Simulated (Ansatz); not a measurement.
Compare A (`C=NB[SiH3]`) with its isomer B (`[SiH3]B1CN1`).

Computed with Ansatz on PBE0-D4/def2-TZVP structures; ΔE is electronic, products minus reactants. CBS: MP2 limit from def2 TZ/QZ plus the TZ coupled-cluster correction, frozen cores. DFT in def2-TZVPP. B3LYP here is the variant with VWN-RPA as its local correlation; programs differ in this. Each species was taken in one conformer, which may not be the lowest.

(1) Which isomer does CCSD(T)/CBS put lower? Give the gap. (An estimate is asked.)

(2) Give E(B) − E(A) in kcal/mol with ωB97M-V, B3LYP, CCSD/def2-TZVPP, CCSD(T)/def2-SVP, B3LYP-D4, LDA (SPW92), PBE-D4. (Estimate.)

(3) Does the order hold for the free energy at 298.15 K (harmonic terms from PBE0-D4)? (An estimate is asked.)

Largest T1 diagnostic: 0.017.

Answers

(1) The calculation gave: A, by 11.8 kcal/mol.

(2) Ansatz gave: ωB97M-V 10.7, B3LYP 15.9, CCSD/def2-TZVPP 12.2, CCSD(T)/def2-SVP 13.7, B3LYP-D4 16.0, LDA (SPW92) 10.1, PBE-D4 13.5. None reverses the order clearly.

(3) Ansatz gave: Yes: G(B) − G(A) = +13.3 kcal/mol, for one conformer each.

From PBE to PBE0 (25 % exact exchange), in def2-TZVPP and without D4, E(B) − E(A) moves by −3.0 kcal/mol. Leaving LDA and LC-ωPBE aside and taking each functional with its dispersion term where it has one, the values, not all of them listed here, spread over 10.1 kcal/mol, from PBE-QIDH to BLYP-D4. LDA lies −3.3 kcal/mol from PBE without D4.
